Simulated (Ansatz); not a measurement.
Z-matrix (Å, degrees):
```
Al
C 1 2.057
C 1 2.172 2 39.6
C 1 1.976 2 122.3 3 -82.1
C 1 1.984 2 114.5 3 118.5
C 1 2.320 2 68.8 3 25.5
H 2 1.082 1 125.7 3 112.5
H 2 1.089 1 102.7 3 -114.3
H 3 1.090 1 114.7 2 -109.5
C 4 1.483 1 108.7 2 140.6
H 4 1.096 1 108.0 2 -98.9
H 4 1.094 1 109.8 2 18.3
C 5 1.476 1 114.7 2 -19.0
H 5 1.097 1 104.9 2 103.1
H 5 1.094 1 106.5 2 -143.4
H 6 1.090 1 89.6 2 95.9
H 6 1.082 1 126.5 2 -139.6
C 10 1.331 4 126.6 1 96.7
H 10 1.090 4 115.6 1 -80.1
C 13 1.332 5 126.4 1 -101.5
H 13 1.090 5 115.9 1 76.1
H 18 1.086 10 121.6 4 3.2
H 18 1.083 10 121.4 4 -177.1
H 20 1.083 13 121.4 5 177.9
H 20 1.086 13 121.5 5 -3.3
```

Total charge 0; spin multiplicity 1.

Task: List the B3LYP/def2-TZVPP orbital energies in eV (Ansatz 0.2.0). (Estimate.)

Result: Computed: Occupied: -1523.84, -278.08, -276.98, -276.89, -276.82, -276.56, -276.28, -276.21, -276.16, -276.13, -111.83, -72.52, -72.43, -72.37, -22.61, -21.31, -21.21, -18.80, -18.31, -18.16, -15.64, -14.97, -14.85, -13.63, -12.70, -12.57, -12.09, -11.53, -11.41, -11.18, -10.75, -10.59, -10.29, -10.05, -9.48, -9.35, -8.81, -8.61, -6.74, -6.46, -6.07. Lowest empty: -1.00, 0.09, 0.22, 0.60, 0.85, 1.29, 1.46, 1.96.

B3LYP here is the variant with VWN-RPA as its local correlation; programs differ in this.
